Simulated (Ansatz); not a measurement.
`C[O][Cd][NH2]` and `[NH2][Cd][OH]` differ in one atom or group.

Ansatz, PBE0-D4/def2-TZVP geometries, multiplicity 1. Each molecule was computed in one conformer, which needn't be the lowest.

Elements past krypton have def2 core potentials.

```csv
property,`C[O][Cd][NH2]`
HOMO energy (ωB97M-V/def2-TZVPP) / eV,-9.40
HOMO–LUMO gap (PBE/def2-TZVPP) / eV,3.70
LUMO energy (ωB97M-V/def2-TZVPP) / eV,0.66
size of the dipole moment (B3LYP/def2-TZVPP) / D,1.20
HOMO energy (PBE/def2-TZVPP) / eV,-5.51
LUMO energy (PBE/def2-TZVPP) / eV,-1.81
```

(1) What does the change do to each property? (Best estimate.)

## Answers

(1) The calculation gave: 
| property | `[NH2][Cd][OH]` | shift |
| --- | --- | --- |
| HOMO energy (ωB97M-V/def2-TZVPP) / eV | -9.40 | 0.00 |
| HOMO–LUMO gap (PBE/def2-TZVPP) / eV | 3.92 | 0.22 |
| LUMO energy (ωB97M-V/def2-TZVPP) / eV | 0.59 | -0.07 |
| size of the dipole moment (B3LYP/def2-TZVPP) / D | 2.70 | 1.50 |
| HOMO energy (PBE/def2-TZVPP) / eV | -5.75 | -0.24 |
| LUMO energy (PBE/def2-TZVPP) / eV | -1.83 | -0.02 |

The zero-point energy changes by -74.2 kJ/mol with -9 modes. Dipoles are sizes alone; their direction can turn.

B3LYP here is the variant with VWN-RPA as its local correlation; programs differ in this.
